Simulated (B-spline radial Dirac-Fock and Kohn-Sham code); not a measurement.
# X-ray emission lines of Hg⁷⁺

System: mercury as Hg⁷⁺, configuration 1s2 2s2 2p6 3s2 3p6 3d10 4s2 4p6 4d10 4f14 5s2 5p6 5d5.

Input of the calculation (task.json; shells as n, l, electrons):

```json
{"items": [{
  "Z": 80,
  "q": 7,
  "cfg": [[1, 0, 2], [2, 0, 2], [2, 1, 6], [3, 0, 2], [3, 1, 6], [3, 2, 10], [4, 0, 2], [4, 1, 6], [4, 2, 10], [4, 3, 14], [5, 0, 2], [5, 1, 6], [5, 2, 5]],
  "A": 202,
  "rrms": 5.4648,
  "do": ["binding"]
}]}
```

Command: `python xray_run.py task.json out`

Method: multi-electron Dirac-Fock with separately optimised hole states, Breit and Lamb-shift corrections added in first order. Computed with a radial atomic solver. A line energy is the difference of two single-hole energies; the list is a selection of electric-dipole transitions between resolved j subshells. The model has no electron correlation.

```csv
line,energy (eV),wavelength (Å)
K-N3,82517.9,0.15025
K-N2,82413.1,0.15044
K-M3,80245.2,0.15451
K-M2,79814.0,0.15534
K-L3,70813.8,0.17508
K-L2,68888.2,0.17998
L1-O3,14795.7,0.83798
L1-N3,14270.3,0.86883
L1-N2,14165.6,0.87525
L2-N4,13830.3,0.89647
L2-N1,13402.2,0.92511
L3-O1,12165.3,1.0192
L1-M3,11997.6,1.0334
L3-N5,11924.3,1.0398
L3-N4,11904.8,1.0415
L2-M4,11823.3,1.0486
L1-M2,11566.4,1.0719
L3-N1,11476.6,1.0803
L2-M1,10640.3,1.1652
L3-M5,9988.5,1.2413
L3-M4,9897.8,1.2526
L3-M1,8714.8,1.4227
M3-N5,2492.9,4.9736
M4-N6,2286.5,5.4223
M5-N7,2199.8,5.6361
M5-N6,2195.8,5.6465
M5-N3,1715.5,7.2272
M4-N2,1701.6,7.2865
```
